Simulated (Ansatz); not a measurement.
Br₃Sb, charge +1, doublet, geometry from GFN2-xTB (a state made from the parent by changing its charge; the spin is typed, not shown lowest) (core potentials on Sb). Base run: HF/def2-SV(P) in Ansatz (a first-principles code).

Ansatz was given this input:
Ansatz 0.2 input:
```yaml
crystal:
  periodic: [false, false, false]
  atoms:
    - {symbol: Sb, position_ang: [-0.00424655, -0.01061037, 0.90041461]}
    - {symbol: Br, position_ang: [0.54273096, -2.14698769, -0.46015488]}
    - {symbol: Br, position_ang: [1.59562012, 1.54932591, -0.41163234]}
    - {symbol: Br, position_ang: [-2.13216325, 0.61312260, -0.44024549]}
basis:
  gaussian:
    orbitals: def2-SV_P_.json
hamiltonian:
  xc: hf
total_charge: 1
magnetization: {spin_polarized: true, initial_magnetization: 1}
```
The basis file holds def2-SV(P) in the JSON format of the Basis Set Exchange.

The bond that is stretched is that between atoms 3 and 1. A test that says stable can miss a lower solution.

Each row names what was changed in the base input (with any setting that the change needs).

| change | ΔE vs base (kcal/mol) | <S^2> | stability test says |
|---|---|---|---|
| base | 0.000 | 0.767 | minimum |
| spin_polarized = on; lower_state_search = off | 1.54 | 0.872 | undecided (no full test) |
| spin_polarized = on; lower_state_search = standard | 0.000 | 0.767 | minimum |
| bond × 1.25 | -4.96 | 0.759 | minimum |
| spin_polarized = on; lower_state_search = off; bond × 1.25 | -4.96 | 0.759 | undecided (no full test) |
| spin_polarized = on; lower_state_search = standard; bond × 1.25 | -4.96 | 0.759 | minimum |
| bond × 1.5 | -0.148 | 0.757 | minimum |
| spin_polarized = on; lower_state_search = off; bond × 1.5 | -0.148 | 0.757 | undecided (no full test) |
| spin_polarized = on; lower_state_search = standard; bond × 1.5 | -0.148 | 0.757 | minimum |

On stretching, the SCF can end on different states; <S^2> shows the spin contamination of each.
